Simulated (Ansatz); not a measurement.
The same β-hydride elimination along the group B, Al, Ga, In.

Isolated molecules relaxed with PBE0-D4/def2-TZVP in Ansatz; ΔE leaves out vibrations. CBS: MP2 limit from def2 TZ/QZ plus the TZ coupled-cluster correction, frozen cores. Small cases extrapolate CCSD(T) itself. Functionals use def2-TZVPP. B3LYP here is the variant with VWN-RPA as its local correlation; programs differ in this. Elements past krypton have def2 core potentials. For Ga, In outer-core shells are correlated without core-valence functions, which leaves a few kJ/mol of doubt a bond. Scalar relativity is left out up to krypton. Each species was taken in one conformer, which may not be the lowest.

```json
{"reaction": "`CNB(F)F` → `FBF` + `C=N`", "B3LYP-D4 (kJ/mol)": "238", "RPA@PBE/def2-TZVPP (kJ/mol)": "218", "B97M-V (kJ/mol)": "246", "MP2/CBS(def2) (kJ/mol)": "250"}
{"reaction": "`C[NH][Al]([F])[F]` → `[F][AlH][F]` + `C=N`", "B3LYP-D4 (kJ/mol)": "205", "RPA@PBE/def2-TZVPP (kJ/mol)": "190", "B97M-V (kJ/mol)": "201", "MP2/CBS(def2) (kJ/mol)": "224"}
{"reaction": "`C[NH][Ga]([F])[F]` → `[F][GaH][F]` + `C=N`", "B3LYP-D4 (kJ/mol)": "147", "RPA@PBE/def2-TZVPP (kJ/mol)": "141", "B97M-V (kJ/mol)": "142", "MP2/CBS(def2) (kJ/mol)": "173"}
{"reaction": "`C[NH][In]([F])[F]` → `[F][InH][F]` + `C=N`", "B3LYP-D4 (kJ/mol)": "107", "RPA@PBE/def2-TZVPP (kJ/mol)": "102", "B97M-V (kJ/mol)": "103", "MP2/CBS(def2) (kJ/mol)": "137"}
```

(1) Give the CCSD(T)/CBS values in the same order. (An estimate is asked.)

Largest T1 diagnostic: 0.017, for `[F][InH][F]`.

Extrapolated directly: `C[NH][Al]([F])[F]` → `[F][AlH][F]` + `C=N`.

Results:

(1) Ansatz gave: 239, 212, 159, 121 kJ/mol.
